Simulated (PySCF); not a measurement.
C2H4ClNSi, SMILES C1=NC[Si@H]1Cl.

Geometry optimised at PBE0-D3(BJ)/def2-SVP. The structure was generated by enumeration; whether it is a known compound was not checked.

All values below come from TDDFT-PBE/def2-SVPD run with PySCF.

Vertical excitations. The molecule is in vacuum.

**Question.** Estimate the UV-visible absorptions. (An estimate is asked for; the answer gives what the named calculation found.)

**Answer.** 
| state | energy (eV) | λ (nm) | f | main pairs |
|---|---|---|---|---|
| S1 | 3.85 | 322 | 0.002 | HOMO→LUMO 99 % |
| S2 | 5.23 | 237 | 0.001 | HOMO→LUMO+1 79 %, HOMO−1→LUMO 20 % |
| S3 | 5.26 | 236 | 0.002 | HOMO−1→LUMO 79 %, HOMO→LUMO+1 19 % |
| S4 | 5.57 | 223 | 0.045 | HOMO→LUMO+2 93 % |
| S5 | 5.77 | 215 | 0.000 | HOMO−3→LUMO 98 % |
| S6 | 6.04 | 205 | 0.010 | HOMO→LUMO+3 100 % |
| S7 | 6.35 | 195 | 0.002 | HOMO−4→LUMO 85 % |
| S8 | 6.45 | 192 | 0.006 | HOMO→LUMO+4 82 % |
| S9 | 6.67 | 186 | 0.038 | HOMO−2→LUMO 59 % |
| S10 | 6.83 | 181 | 0.011 | HOMO→LUMO+5 92 % |
| T1 | 3.06 | 405 | 0 | HOMO→LUMO 99 % |
| T2 | 4.65 | 267 | 0 | HOMO−2→LUMO 87 % |
| T3 | 4.98 | 249 | 0 | HOMO−1→LUMO 89 % |
| T4 | 5.03 | 246 | 0 | HOMO→LUMO+1 98 % |
Triplets are in the Tamm–Dancoff approximation, which puts them higher than full response would, so one can lie above its singlet here.
